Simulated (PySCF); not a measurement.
N-methylbut-3-yn-1-amine (C5H9N), SMILES C#CCCNC.

The structure is a stationary point at B3LYP-D3(BJ)/def2-SVP. One conformer was computed; it need not be the lowest.

Level of theory: TDDFT-PBE/def2-SVPD (PySCF).

Vertical excitations. Isolated molecule, no solvent.

Q: List the lowest excited states. (Estimate from the structure and the level; the computed values follow.)

A: 
| state | energy (eV) | λ (nm) | f | main pairs |
|---|---|---|---|---|
| S1 | 5.09 | 244 | 0.001 | HOMO→LUMO 100 % |
| S2 | 5.40 | 229 | 0.009 | HOMO→LUMO+1 99 % |
| S3 | 5.51 | 225 | 0.007 | HOMO→LUMO+2 99 % |
| S4 | 5.76 | 215 | 0.017 | HOMO→LUMO+3 100 % |
| S5 | 6.05 | 205 | 0.021 | HOMO→LUMO+4 99 % |
| S6 | 6.34 | 195 | 0.001 | HOMO−1→LUMO 96 % |
| S7 | 6.47 | 192 | 0.020 | HOMO−2→LUMO 84 % |
| S8 | 6.51 | 190 | 0.003 | HOMO→LUMO+5 96 % |
| S9 | 6.61 | 188 | 0.018 | HOMO→LUMO+6 96 % |
| S10 | 6.71 | 185 | 0.001 | HOMO−2→LUMO+1 46 %, HOMO−1→LUMO+2 45 %, HOMO−1→LUMO+1 7 % |
| T1 | 4.96 | 250 | 0 | HOMO→LUMO 98 % |
| T2 | 5.32 | 233 | 0 | HOMO→LUMO+1 58 %, HOMO−1→LUMO+1 18 % |
| T3 | 5.37 | 231 | 0 | HOMO→LUMO+2 42 %, HOMO→LUMO+1 32 %, HOMO−2→LUMO 8 %, HOMO−1→LUMO+1 7 % |
| T4 | 5.44 | 228 | 0 | HOMO→LUMO+2 51 %, HOMO−1→LUMO+1 16 %, HOMO−2→LUMO 10 %, HOMO→LUMO+1 9 % |
Triplets are in the Tamm–Dancoff approximation, which puts them higher than full response would, so one can lie above its singlet here.
